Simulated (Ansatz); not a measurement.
Relaxation of CH10Si3 (14 atoms, charge 0, multiplicity 1), to a largest force component of 0.02 eV/Å in at most 40 steps.

Theory: RKS PBE/6-31G in Ansatz.

```xyz
14
Properties=species:S:1:pos:R:3
Si 0.000 0.000 0.000
C 0.000 0.000 1.870
H -1.000 -0.309 2.240
H 0.768 -0.711 2.240
H 0.232 1.020 2.240
Si 2.094 0.000 -0.739
H 2.551 -1.376 -0.908
H 2.157 0.694 -2.022
H 2.951 0.682 0.226
Si -1.046 1.812 -0.739
H -2.430 1.478 -1.061
H -1.022 2.844 0.293
H -0.374 2.307 -1.937
H -0.688 -1.191 -0.486
```

Q: Where does it end, and by what steps?

A: It converged. The force dipped under the threshold on the way, but the program's further checks kept it going. Limits of this set-up: no polarisation functions. After 13 steps the energy has fallen by 0.665 eV; H11 moved furthest, 0.85 Å.

```
step  energy less start (eV)  largest force component (eV/Å)  accepted
   0                  0.0000                           1.115       yes
   1                 -0.5665                           0.608       yes
   2                 -0.6191                           0.312       yes
   3                 -0.6248                           0.153       yes
   4                 -0.6375                           0.021       yes
   5                 -0.6439                           0.182       yes
   6                 -0.6490                           0.159       yes
   7                 -0.6566                           0.010       yes
   8                 -0.6595                           0.142       yes
   9                 -0.6618                           0.063       yes
  10                 -0.6636                           0.005       yes
  11                 -0.6643                           0.024       yes
  12                 -0.6645                           0.018       yes
  13                 -0.6646                           0.011       yes
```

```xyz
14
Properties=species:S:1:pos:R:3
Si 0.012 -0.004 -0.030
C -0.131 -0.239 1.887
H -1.190 -0.303 2.185
H 0.378 -1.167 2.195
H 0.334 0.609 2.415
Si 2.287 0.074 -0.712
H 3.031 -1.174 -0.274
H 2.403 0.186 -2.219
H 2.991 1.270 -0.100
Si -1.127 1.959 -0.734
H -2.594 1.907 -0.350
H -0.522 3.191 -0.087
H -1.040 2.133 -2.238
H -0.638 -1.192 -0.724
```

The run took 47 s on 1 thread of Intel(R) Xeon(R) Platinum 8488C (Sapphire Rapids) (shared host), peak memory 0.14 GiB.
